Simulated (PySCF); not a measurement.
**Stationary points of PI3**

Computed with PBE in PySCF with P def2-SVP, I def2-SVP with ECP28; scalar-relativistic core potentials, no spin–orbit coupling; density-fitted integrals.

Relaxations began from a few typed shapes. The search is not exhaustive: other isomers or separated fragments can lie lower, and high-lying points may rest on an excited occupation.

(1) Which is the lowest minimum found?
A. singlet C2v: P–I 2.486 Å, P–I 2.652 Å (×2); I–P–I 105.0° (×2), I–P–I 150.0°
B. singlet C3v: P–I 2.505 Å (×3); I–P–I 103.7° (×3)
C. singlet D3h: P–I 2.596 Å (×3); I–P–I 120.0° (×3)

Results:

(1) B. The others lie at 111.9 (singlet C2v, a saddle point), 112.9 (singlet D3h, a saddle point) kJ/mol above it.

Counting electrons, phosphorus keeps 2 of its valence electrons outside its bonds, so the VSEPR class is AX3E1 and the expected shape is trigonal pyramidal (C3v), as computed.
